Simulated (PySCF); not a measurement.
C2H7In.
Structure used (PBE0-D3(BJ)/def2-SVP), in Å, numbered top down from 1:
```xyz
10
C2H7In angstrom
C     -1.8724   -0.2704   -0.0262
In     0.0116    0.8028    0.0703
C      1.8904   -0.2808   -0.0049
H     -1.7365   -1.3424    0.1752
H     -2.5950    0.1435    0.6929
H     -2.3058   -0.1601   -1.0333
H      0.0043    2.5433    0.1911
H      1.8631   -1.1406    0.6820
H      2.0459   -0.6756   -1.0217
H      2.7451    0.3597    0.2537
```

Level of theory: PBE0-D3(BJ)/def2-SVP geometry optimisation, gas phase, def2 core potentials past Kr in PySCF 2.14.0.

(1) Which atoms are bound to In2, and at what distances?

(2) List the angles at In2.

(3) What is the shape at In2?

(4) What are the other bond lengths?

(5) What are the rotational constants (commonest isotopes, rigid rotor)?

## Answers

(1) 3 atoms: H7 1.745 Å, C3 2.170 Å, C1 2.170 Å. The nearest atom not counted as bound is H6, at 2.74 Å (others tie with it).

(2) 
```tsv
angle	degrees	distance of the outer atoms (Å)
C3–In2–H7	120.3	3.40
C1–In2–C3	120.2	3.76
C1–In2–H7	119.5	3.39
```

(3) Planar: angles 120.3°, 120.2° and 119.5°, sum 360.0°, 0.01 Å off the plane of its three neighbours.

(4) C1–H4 and 5 like bonds 1.100 Å.

(5) A = 12752, B = 4260, C = 3327 MHz: an asymmetric top.

Charge 0, singlet. Whether it is a minimum is left open (no frequencies).

Time: 14 s; peak memory 0.38 GiB. Hardware: Arm Neoverse V2, one thread, shared host with 192 logical CPUs at a one-minute load of 65. This is the geometry optimisation.
